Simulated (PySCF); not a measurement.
# What a mistake does to a calculation on FH3NOSi cation

Calculated results; nothing here was measured. The program is PySCF 2.14.0, an open-source quantum chemistry code, run on an isolated molecule that a program drew, which may never have been made. The molecule is FH3NOSi cation (charge +1, singlet), drawn as the SMILES string `N[Si+](O)F`.

Each row is a Hartree-Fock (HF) and frozen-core CCSD(T) single point in the cc-pV(D+d)Z basis, meant for a local HF minimum. Run 1 is clean. Each other run has one planted mistake out of seven kinds, and not every kind appears here: one electron removed, one electron added, multiplicity raised by two, geometry at a saddle point, minimal basis STO-3G, one bond length entered in bohr, all coordinates scaled. The reference is restricted for singlets and unrestricted otherwise, and also for a bond in bohr. Adding or removing an electron swaps singlet and doublet. Electrons count all cores. HOMO and LUMO are orbital energies over both spins, the gradient is its largest component, and the lowest frequency (negative if imaginary) is given only where the gradient is small. Bond lengths are over the 6 bonds as drawn. T1 is the CCSD diagnostic: over 0.02 (restricted) or 0.045 (unrestricted) a single reference is doubtful.

Geometry of the clean run:
```xyz
7
FH3NOSi cation, angstrom
N    -1.4619   -1.2145    1.1641
Si   -0.9753    0.0510    2.0419
O     0.4753    0.5239    2.3021
F    -2.0747    0.9075    2.7116
H    -2.4359   -1.4479    1.0496
H    -0.8438   -1.8449    0.6812
H     1.3419    0.2267    2.0471
```

```
run  electrons  basis functions  <S^2>  HOMO (eV)  LUMO (eV)  gradient (hartree/bohr)  lowest frequency (cm^-1)  mean bond (Å)  longest bond (Å)      T1  HF (hartree)  CCSD(T) (hartree)                     mistake
  1         40               80  0.000     -18.89      -2.98                  3.3e-05                       289         1.2791             1.615  0.0132    -519.30887         -519.96093                    no fault
  2         40               27  0.000     -16.53       0.26                  2.5e-02                         -         1.2791             1.615  0.0185    -512.82407         -513.00367        minimal basis STO-3G
  3         40               80  2.011     -11.54      -7.66                  2.1e-01                         -         1.2791             1.615  0.0780    -519.08636         -519.71595  multiplicity raised by two
  4         40               80  0.000     -18.65      -3.35                  2.8e-02                         -         1.3175             1.664  0.0145    -519.30090         -519.96100                           ?
  5         39               80  0.757     -27.49     -15.09                  1.4e-01                         -         1.2791             1.615  0.0215    -518.69447         -519.31173                           ?
```

**Which mistake was planted in run 4, and what did it cost?**

The mean and the longest bond both change by the same factor, 1.030, and the gradient is no longer small. So the mistake is: all coordinates scaled. Subtracting run 1 and multiplying by 627.51 kcal/mol a hartree, the energy moved by 5.0 kcal/mol in HF and 0.0 kcal/mol in CCSD(T).

**Which mistake was planted in run 5, and what did it cost?**

It counts 39 electrons, one fewer than the clean run, at the same geometry and basis. So the mistake is: one electron removed. Subtracting run 1 and multiplying by 627.51 kcal/mol a hartree, the energy moved by 385.5 kcal/mol in HF and 407.4 kcal/mol in CCSD(T).

Cautions from the logs. Run 3: T1 is over the limit, so its CCSD(T) energy is less reliable.
